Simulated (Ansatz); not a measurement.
Program: Ansatz. Geometries: PBE0-D4/def2-TZVP. ΔE: electronic, gas phase. CCSD(T)/CBS is the MP2 limit (def2-TZVPP, def2-QZVPP) plus CCSD(T) − MP2 in def2-TZVPP, frozen cores. This one scheme is used for every species. DFT in def2-TZVPP. HSE06 is defined as in plane-wave codes. Open shells (•) are unrestricted, without spin–orbit coupling. For Ga outer-core shells are correlated without core-valence functions, which leaves a few kJ/mol of doubt a bond. Scalar relativity is left out up to krypton. One conformer a species, not always the lowest.

Reaction (hydrogen abstraction from a Ga–H bond): `[OH][GaH][F]` + `[SiH3]`• → `[OH][Ga][F]`• + SiH₄

CCSD(T)/CBS gives -45.7 kJ/mol.

(1) Another level gave -52.5 kJ/mol. Which?
A. PBE-QIDH/def2-TZVPP
B. B2PLYP/def2-TZVPP
C. BLYP-D4/def2-TZVPP
D. HSE06-D4/def2-TZVPP

(2) What do rigid-rotor, harmonic-oscillator terms from PBE0-D4/def2-TZVP frequencies (298.15 K, 1 bar) make of the CCSD(T)/CBS value? (An estimate is asked.)

Largest T1 diagnostic among the species: 0.018.

Answers

(1) D. HSE06-D4 -52.5, BLYP-D4 -66.4, B2PLYP -56.8, PBE-QIDH -48.4 kJ/mol.

(2) The calculation gave: ΔZPE = +6.1 kJ/mol, ΔH = -40.2 kJ/mol, ΔS = -10 J/(mol·K), ΔG = -37.2 kJ/mol. Open shells count their whole term as degenerate.

From PBE to PBE0 (25 % exact exchange), in def2-TZVPP and without D4, ΔE moves by +6.0 kJ/mol. Leaving LDA and LC-ωPBE aside and taking each functional with its dispersion term where it has one, the values spread over 17.9 kJ/mol, from BLYP-D4 to PBE-QIDH. LDA lies +3.9 kJ/mol from PBE without D4.
